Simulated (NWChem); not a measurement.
Everything below was run with NWChem. System: H₅OSi₂, charge 0, spin multiplicity 2, at a geometry optimised with UB3LYP/def2-SVP. The structure started from a generated list of species. Its SCF solution wasn't tested for a lower state. Level: ULDA (SVWN5)/def2-TZVP.

The NWChem input:

```
start mol
memory heap 200 mb stack 900 mb global 1100 mb
geometry units angstroms nocenter noautoz noautosym
  Si     1.506524    -0.440377     0.548613
  O      0.093718    -0.122646    -0.267157
  Si    -1.471607     0.428015    -0.347913
  H      2.290453    -1.443352    -0.240236
  H      2.305628     0.821584     0.699818
  H     -1.485857     1.910510    -0.508751
  H     -2.137903    -0.201270    -1.520210
  H     -2.210900     0.066767     0.896841
end
basis spherical
  * library def2-tzvp
end
dft
  xc slater vwn_5
  odft
  mult 2
  semidirect memsize 60000000 filesize 0
  iterations 100
end
task dft energy
```

Output (cleaned and shortened):

```
             Northwest Computational Chemistry Package (NWChem) 7.3.0
             --------------------------------------------------------

                                NWChem Input Module
                                -------------------

 Scaling coordinates for geometry "geometry" by  1.889725989
 (inverse scale =  0.529177249)

                             Geometry "geometry" -> ""
                             -------------------------

 Output coordinates in angstroms (scale by  1.889725989 to convert to a.u.)

  No.       Tag          Charge          X              Y              Z
 ---- ---------------- ---------- -------------- -------------- --------------
    1 Si                  14.0000     1.50652400    -0.44037700     0.54861300
    2 O                    8.0000     0.09371800    -0.12264600    -0.26715700
    3 Si                  14.0000    -1.47160700     0.42801500    -0.34791300
    4 H                    1.0000     2.29045300    -1.44335200    -0.24023600
    5 H                    1.0000     2.30562800     0.82158400     0.69981800
    6 H                    1.0000    -1.48585700     1.91051000    -0.50875100
    7 H                    1.0000    -2.13790300    -0.20127000    -1.52021000
    8 H                    1.0000    -2.21090000     0.06676700     0.89684100

 Effective nuclear repulsion energy (a.u.)     147.2486744413

            Nuclear Dipole moment (a.u.)
            ----------------------------
        X                 Y               Z
 ---------------- ---------------- ----------------
     0.0000056692     0.0000056692     0.0000113384


 Summary of "ao basis" -> "" (spherical)
 ------------------------------------------------------------------------------
       Tag                 Description            Shells   Functions and Types
 ---------------- ------------------------------  ------  ---------------------
 *                         def2-tzvp                  on all atoms

                                 NWChem DFT Module
                                 -----------------

 Summary of "ao basis" -> "ao basis" (spherical)
 ------------------------------------------------------------------------------
       Tag                 Description            Shells   Functions and Types
 ---------------- ------------------------------  ------  ---------------------
 Si                        def2-tzvp                13       37   5s5p2d1f
 O                         def2-tzvp                11       31   5s3p2d1f
 H                         def2-tzvp                 4        6   3s1p

 Summary of "ao basis" -> "ao basis" (spherical)
 ------------------------------------------------------------------------------
       Tag                 Description            Shells   Functions and Types
 ---------------- ------------------------------  ------  ---------------------
 Si                        def2-tzvp                13       37   5s5p2d1f
 O                         def2-tzvp                11       31   5s3p2d1f
 H                         def2-tzvp                 4        6   3s1p

            General Information
            -------------------
          SCF calculation type: DFT
          Wavefunction type:  spin polarized.
          No. of atoms     :     8
          No. of electrons :    41
           Alpha electrons :    21
            Beta electrons :    20
          Charge           :     0
          Spin multiplicity:     2
          Use of symmetry is: off; symmetry adaption is: off
          Maximum number of iterations: 100
          AO basis - number of functions:   135
                     number of shells:    57
          Convergence on energy requested:  1.00D-06
          Convergence on density requested:  1.00D-05
          Convergence on gradient requested:  5.00D-04

              XC Information
              --------------
                        Slater Exchange Functional  1.000 local
                      VWN V Correlation Functional  1.000 local

             Grid Information
             ----------------
          Grid used for XC integration:  medium
          Radial quadrature: Mura-Knowles
          Angular quadrature: Lebedev.
          Tag              B.-S. Rad. Rad. Pts. Rad. Cut. Ang. Pts.
          ---              ---------- --------- --------- ---------
          Si                  1.10       88          12.0       590
          O                   0.60       49           8.0       434
          H                   0.35       45          13.0       434
          Grid pruning is: on
          Number of quadrature shells:   450
          Spatial weights used:  Erf1

          Convergence Information
          -----------------------
          Convergence aids based upon iterative change in
          total energy or number of iterations.
          Levelshifting, if invoked, occurs when the
          HOMO/LUMO gap drops below (HL_TOL):  1.00D-02
          DIIS, if invoked, will attempt to extrapolate
          using up to (NFOCK): 10 stored Fock matrices.

                    Damping( 0%)  Levelshifting(0.5)       DIIS
                  --------------- ------------------- ---------------
          dE  on:    start            ASAP                start
          dE off:    2 iters        100 iters           100 iters

      Screening Tolerance Information
      -------------------------------
          Density screening/tol_rho:  1.00D-10
          AO Gaussian exp screening on grid/accAOfunc:  14
          CD Gaussian exp screening on grid/accCDfunc:  20
          XC Gaussian exp screening on grid/accXCfunc:  20
          Schwarz screening/accCoul:  1.00D-08
[...]
  ----- ------------  ---------------      ----- ------------  ---------------
    86     -0.524345  3 Si px                18      0.493822  1 Si px
    42      0.495346  2 O  s                 20      0.199910  1 Si pz
    15      0.198075  1 Si px                83     -0.186752  3 Si px
    87      0.158609  3 Si py                40      0.157462  2 O  s
    17      0.149399  1 Si pz               108     -0.141822  4 H  s

 Vector   23  Occ=0.000000D+00  E= 9.838109D-04
              MO Center=  6.0D-03,  4.2D-03,  2.1D-01, r^2= 8.7D+00
   Bfn.  Coefficient  Atom+Function         Bfn.  Coefficient  Atom+Function
  ----- ------------  ---------------      ----- ------------  ---------------
    18      1.021466  1 Si px                86      0.944180  3 Si px
    49      0.420776  2 O  px                87     -0.418916  3 Si py
   108     -0.336352  4 H  s                  5     -0.312169  1 Si s
    73      0.286913  3 Si s                 15      0.277004  1 Si px
   120      0.276722  6 H  s                114     -0.269240  5 H  s

 Vector   24  Occ=0.000000D+00  E= 1.015408D-02
              MO Center=  8.3D-02,  1.5D-01,  3.0D-01, r^2= 7.0D+00
   Bfn.  Coefficient  Atom+Function         Bfn.  Coefficient  Atom+Function
  ----- ------------  ---------------      ----- ------------  ---------------
   126      1.039746  7 H  s                108      1.009374  4 H  s
     5     -0.768956  1 Si s                 88      0.610620  3 Si pz
    73     -0.557906  3 Si s                 20      0.534291  1 Si pz
    87      0.407300  3 Si py                19      0.390338  1 Si py
    86      0.333472  3 Si px                 4     -0.321954  1 Si s

                     DFT Final Beta Molecular Orbital Analysis
                     -----------------------------------------

 Vector   18  Occ=1.000000D+00  E=-3.112189D-01
              MO Center=  9.2D-02,  1.1D-01, -2.9D-01, r^2= 6.3D+00
   Bfn.  Coefficient  Atom+Function         Bfn.  Coefficient  Atom+Function
  ----- ------------  ---------------      ----- ------------  ---------------
    16      0.200144  1 Si py                84     -0.179045  3 Si py
   125      0.171242  7 H  s                107     -0.162524  4 H  s
   119     -0.150738  6 H  s                113      0.148697  5 H  s
   126      0.111778  7 H  s                 85     -0.105265  3 Si pz
   124      0.105755  7 H  s                108     -0.104493  4 H  s

 Vector   19  Occ=1.000000D+00  E=-2.911412D-01
              MO Center= -1.3D+00,  1.9D-01,  4.9D-02, r^2= 3.0D+00
   Bfn.  Coefficient  Atom+Function         Bfn.  Coefficient  Atom+Function
  ----- ------------  ---------------      ----- ------------  ---------------
   131     -0.229656  8 H  s                 45      0.226322  2 O  pz
    85     -0.204014  3 Si pz                48      0.185815  2 O  pz
   132     -0.184659  8 H  s                130     -0.143815  8 H  s
    51      0.131331  2 O  pz               119      0.105562  6 H  s
   125      0.105771  7 H  s                 43     -0.090586  2 O  px

 Vector   20  Occ=1.000000D+00  E=-2.711909D-01
              MO Center=  2.9D-01,  1.2D-01, -1.9D-01, r^2= 4.6D+00
   Bfn.  Coefficient  Atom+Function         Bfn.  Coefficient  Atom+Function
  ----- ------------  ---------------      ----- ------------  ---------------
    44      0.282858  2 O  py                47      0.232980  2 O  py
    50      0.164616  2 O  py               113     -0.148771  5 H  s
   114     -0.141906  5 H  s                107      0.137510  4 H  s
   119     -0.137579  6 H  s                120     -0.131360  6 H  s
   108      0.123541  4 H  s                125      0.119995  7 H  s

 Vector   21  Occ=0.000000D+00  E=-1.330410D-01
              MO Center=  1.4D+00, -5.6D-01,  8.7D-01, r^2= 2.8D+00
   Bfn.  Coefficient  Atom+Function         Bfn.  Coefficient  Atom+Function
  ----- ------------  ---------------      ----- ------------  ---------------
     5      0.487765  1 Si s                 20      0.330656  1 Si pz
    17      0.316941  1 Si pz                 4      0.258367  1 Si s
     3     -0.156463  1 Si s                114     -0.151061  5 H  s
    45     -0.149485  2 O  pz               108     -0.143074  4 H  s
    51     -0.135528  2 O  pz                14      0.134693  1 Si pz

 Vector   22  Occ=0.000000D+00  E=-4.725621D-02
              MO Center= -3.7D-01,  1.5D-01, -1.9D-02, r^2= 6.5D+00
   Bfn.  Coefficient  Atom+Function         Bfn.  Coefficient  Atom+Function
  ----- ------------  ---------------      ----- ------------  ---------------
    86      0.621565  3 Si px                42     -0.501748  2 O  s
    18     -0.406441  1 Si px                83      0.207856  3 Si px
    87     -0.193354  3 Si py                20     -0.189028  1 Si pz
   126      0.169587  7 H  s                 15     -0.154765  1 Si px
    40     -0.155326  2 O  s                 17     -0.141715  1 Si pz

 Vector   23  Occ=0.000000D+00  E= 9.282972D-03
              MO Center=  3.8D-01, -8.8D-02,  2.9D-01, r^2= 8.7D+00
   Bfn.  Coefficient  Atom+Function         Bfn.  Coefficient  Atom+Function
  ----- ------------  ---------------      ----- ------------  ---------------
    18      1.127917  1 Si px                86      0.880780  3 Si px
    49      0.460879  2 O  px                87     -0.461422  3 Si py
     5     -0.386360  1 Si s                108     -0.342577  4 H  s
   120      0.314550  6 H  s                 73      0.302770  3 Si s
    20      0.294020  1 Si pz                15      0.287246  1 Si px

   alpha - beta orbital overlaps
   -----------------------------

   alpha      1      2      3      4      5      6      7      8      9     10
    beta      1      2      3      4      5      8      6      9      7     10
 overlap   1.000  1.000  1.000  1.000  1.000  0.836  0.837  0.999  1.000  0.999

   alpha     11     12     13     14     15     16     17     18     19     20
    beta     11     12     13     14     15     16     17     18     19     20
 overlap   0.999  1.000  0.998  0.994  0.996  0.993  0.991  0.995  0.996  0.996

   alpha     21     22     23     24     25     26     27     28     29     30
    beta     21     22     23     24     25     26     27     28     29     30
 overlap   0.993  0.993  0.991  0.974  0.695  0.706  0.736  0.864  0.875  0.966

   alpha     31     32     33     34     35     36     37     38     39     40
    beta     31     32     33     34     36     35     37     38     39     40
 overlap   0.884  0.994  0.966  0.968  0.659  0.723  0.603  0.800  0.979  0.989

   alpha     41     42     43     44     45     46     47     48     49     50
    beta     41     42     43     44     45     46     47     48     49     50
 overlap   0.952  0.879  0.856  0.991  0.984  0.982  0.998  0.995  0.996  0.995

   alpha     51     52     53     54     55     56     57     58     59     60
    beta     51     52     53     54     55     56     57     58     59     60
 overlap   0.995  0.994  0.995  1.000  0.998  0.926  0.934  0.978  0.956  0.793

   alpha     61     62     63     64     65     66     67     68     69     70
    beta     61     63     62     65     64     66     67     68     69     70
 overlap   0.759  0.809  0.926  0.838  0.698  0.935  0.860  0.855  0.987  0.971

   alpha     71     72     73     74     75     76     77     78     79     80
    beta     71     72     73     74     75     76     77     78     79     80
 overlap   0.972  0.984  0.975  0.836  0.833  0.993  0.965  0.957  0.967  0.957

   alpha     81     82     83     84     85     86     87     88     89     90
    beta     81     82     83     84     85     86     87     88     89     90
 overlap   0.983  0.998  0.996  0.996  0.996  1.000  1.000  0.998  0.997  0.996

   alpha     91     92     93     94     95     96     97     98     99    100
    beta     91     92     93     94     95     96     97     98     99    100
 overlap   0.997  0.955  0.956  0.998  0.983  0.984  0.998  0.999  1.000  0.996

   alpha    101    102    103    104    105    106    107    108    109    110
    beta    101    102    103    104    105    106    107    108    109    110
 overlap   0.995  0.993  0.996  0.999  0.999  0.973  0.973  0.998  0.996  0.990

   alpha    111    112    113    114    115    116    117    118    119    120
    beta    111    112    113    114    115    116    117    118    119    120
 overlap   0.971  0.975  1.000  1.000  1.000  1.000  1.000  1.000  0.992  0.992

   alpha    121    122    123    124    125    126    127    128    129    130
    beta    121    122    123    124    125    126    127    128    129    130
 overlap   1.000  0.999  0.995  0.996  0.996  0.999  1.000  1.000  1.000  1.000

   alpha    131    132    133    134    135
    beta    131    132    133    134    135
 overlap   1.000  1.000  1.000  1.000  1.000

     --------------------------
     Expectation value of S2:
     --------------------------
      <S2> =      0.7510 (Exact =     0.7500)

 center of mass
 --------------
 x =   0.03013263 y =  -0.02808750 z =   0.01629880

 moments of inertia (a.u.)
 ------------------
         122.035039203634         144.082353408162        -143.365257580199
         144.082353408162         583.879355021709          35.972128323503
        -143.365257580199          35.972128323503         585.247947602657

     Multipole analysis of the density
     ---------------------------------

     L   x y z        total         alpha         beta         nuclear
     -   - - -        -----         -----         ----         -------
     0   0 0 0     -0.000000    -21.000000    -20.000000     41.000000

     1   1 0 0     -0.097853     -1.357788      1.259930      0.000006
     1   0 1 0      0.062386      0.590964     -0.528584      0.000006
     1   0 0 1      0.055403     -0.864657      0.920048      0.000011

     2   2 0 0    -25.105024   -168.072323   -158.402757    301.370056
     2   1 1 0     -0.377492     40.813370     37.965341    -79.156203
     2   1 0 1      0.432674    -40.577553    -36.214026     77.224253
     2   0 2 0    -26.313225    -36.054973    -32.587576     42.329325
     2   0 1 1      0.015129     10.044694      7.430836    -17.460401
     2   0 0 2    -26.650289    -35.191143    -28.601453     37.142307

 Task  times  cpu:        5.8s     wall:        5.8s

 Total times  cpu:        5.8s     wall:        5.8s
```
